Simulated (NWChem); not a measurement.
## Atomisation of trimethylarsine (C₃H₉As)

SMILES: C[As](C)C
```xyz
13

C     -0.9559    -0.3152     1.4871
As     0.1089     0.4654     0.0000
C     -0.9559    -0.3152    -1.4871
C      1.5536    -0.9013     0.0000
H     -1.1274    -1.4015     1.3441
H     -1.9344     0.2014     1.5479
H     -0.4215    -0.1550     2.4446
H     -1.1274    -1.4015    -1.3441
H     -0.4215    -0.1550    -2.4446
H     -1.9344     0.2014    -1.5479
H      1.1454    -1.9325     0.0000
H      2.1891    -0.7628    -0.8972
H      2.1891    -0.7628     0.8972
```
Charge 0, spin multiplicity 1.

The numbers come from NWChem runs, not from measurements. All single points use one geometry, from PBE/def2-SVP, held to Cs symmetry and with no frequency check, so it may be a saddle point.

Basis set: def2-TZVP. The atomisation energy is electronic alone: no zero-point, thermal, spin-orbit or counterpoise terms. No value is extrapolated to the basis-set limit. Free atoms are single determinants with multiplicities C 3, As 4, H 2. Correlated methods freeze the same cores in atoms and molecule, 12 orbitals in all.

```tsv
method	atomisation energy (kcal/mol)	relative cost
LDA (SVWN5)	1257.4	under 3
HF	824.9	under 3
PBE0	1110.3	under 3
BP86	1139.9	under 3
BLYP	1098.4	under 3
PBE	1122.9	under 3
BHandHLYP	1083.7	1
MP2	1075.4	5
B3LYP	1106.7	under 3
```

The values span 432.4 kcal/mol, from HF (lowest) to LDA (SVWN5) (highest). Relative cost: rough, from shared machines, SCF included, BHandHLYP = 1. Costs are the molecule's.

The Hamiltonian is non-relativistic. B3LYP has NWChem's definition, with VWN1-RPA local correlation. The stability of the SCF solutions was not checked. Open-shell Hartree-Fock references start from PBE0 orbitals; any time given for them includes that run.
